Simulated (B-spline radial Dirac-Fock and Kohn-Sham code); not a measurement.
Photoelectron lines of Si²⁺ at 8240 eV

System: the Si²⁺ ion, configuration [Ne] 3s2.

The run's input, task.json:

```json
{"items": [{
  "Z": 14,
  "q": 2,
  "cfg": [[1, 0, 2], [2, 0, 2], [2, 1, 6], [3, 0, 2]],
  "A": 28,
  "rrms": 3.1224,
  "do": ["binding", "quiet", "photo", "scan"],
  "hv": [66.3, 80, 200, 393.0, 800, 1030.0, 1486.9, 1600.0, 2984.4, 3390.0, 5190.0, 8240.0, 12000, 15000, 55600.0, 100000]
}]}
```

Run with: `python xray_run.py task.json out`

Method: Dirac-Hartree-Slater photoionisation with all multipoles and Dirac-Fock thresholds. Computed with a B-spline atomic structure program. The asymmetry parameter β is from the dipole term alone. Kinetic energies are from the vacuum level.

```
subshell  electrons  binding (eV)  kinetic (eV)   σ (kb)     β
      1s          2        1874.1        6365.9        ?     ?
      2s          2         185.6        8054.4    0.164  2.00
   2p1/2          2         132.6        8107.4  0.00922  0.34
   2p3/2          4         131.9        8108.1   0.0177  0.31
      3s          2         32.02        8208.0   0.0174  2.00
```

Problem. What are σ and β for 1s?

Solution. σ = 2.55 kb, the largest of all subshells and 92 % of the total, and β = 2.00.
